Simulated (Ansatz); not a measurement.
Consider the redistribution: `O[SiH2]/C(O)=C/S` + `NC(F)[TeH]` → `NC(F)[SiH2]O` + `O/C([TeH])=C\S`.

Calculated with Ansatz (gas phase, PBE0-D4/def2-TZVP geometries, no zero-point term in ΔE). CCSD(T)/CBS adds triple-zeta CCSD(T) − MP2 to the extrapolated MP2 energy (def2 sets, frozen cores). Double bonds are as drawn, so ΔE can hold a change between cis and trans. DFT in def2-TZVPP. B3LYP here is the variant with VWN-RPA as its local correlation; programs differ in this. def2 core potentials past Kr. For Te outer-core shells are correlated without core-valence functions, which leaves a few kJ/mol of doubt a bond. Each species was taken in one conformer, which may not be the lowest.

(1) Is it downhill or uphill in electronic energy at CCSD(T)/CBS, and by how much? (Best estimate.)

(2) What do these levels give: B3LYP-D4, PBE, MP2/def2-TZVPP, CCSD/def2-TZVPP, MP2/def2-QZVPP, HF/CBS(def2)? (Best estimate.)

Largest T1 diagnostic among the species: 0.013.

## Answers

(1) Computed: Uphill: ΔE = +6.3 kJ/mol.

(2) The calculation gave: B3LYP-D4 9.5, PBE 10.1, MP2/def2-TZVPP 6.0, CCSD/def2-TZVPP 8.3, MP2/def2-QZVPP 4.6, HF/CBS(def2) 13.2 kJ/mol.

In def2-TZVPP, CCSD(T) changes the Hartree–Fock value by −5.6 kJ/mol (the triples alone add −0.0 kJ/mol) and MP2 by −7.9 kJ/mol.
